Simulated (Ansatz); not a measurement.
## CuHO, singlet: CASSCF and its corrections

Program: Ansatz, Gaussian basis, development build. Basis cc-pVTZ, nonrelativistic, 6 orbitals frozen in the corrections. State-specific CASSCF; RHF is the lowest restricted (open-shell) Hartree–Fock solution met. Letters tell apart solutions met in one space. Solutions may break the symmetry of the shape. No proof that the lowest CASSCF solution was found.

Geometry:

```xyz
3

Cu    0.0000    0.0000    0.0000
O     0.0000    0.0000    1.7690
H     0.0000    0.8940    2.0960
```

CASSCF less RHF, in eV, and natural occupations:

```json
{"CAS": "(2,2) a", "CASSCF": "-0.567", "occupations": "1.98, 0.02"}
{"CAS": "(2,2) b", "CASSCF": "-0.491", "occupations": "1.98, 0.02"}
```

Q: What totals less RHF do the corrections give on each solution?

A: 

| CAS | SC-NEVPT2 |
| --- | --- |
| (2,2) a | -31.902 |
| (2,2) b | -31.770 |

Q: In CAS(2,2), is the solution lowest in CASSCF also lowest after SC-NEVPT2?

A: Yes: (2,2) a stays lowest, 0.13 eV under the next.

Q: How do single-reference totals in the same basis and frozen core stand against SC-NEVPT2 in CAS(2,2) a?

A: CCSD(T) +2.386 eV. Coupled cluster stands on the determinant that it favours, which can lie over the RHF solution above, and is in doubt where the occupations are far from 0, 1 and 2.

Q: Roughly how much CPU time does a whole run from the default start take (median of such runs, summed over threads; nearly all runs on one pinned thread of a shared server, mostly Xeon at 2.3 to 2.6 GHz, by a development driver)?

A: CAS(2,2) a: about 9.1 s; CAS(2,2) b: about 14 s. Other jobs ran beside these, and the count of passes differs.
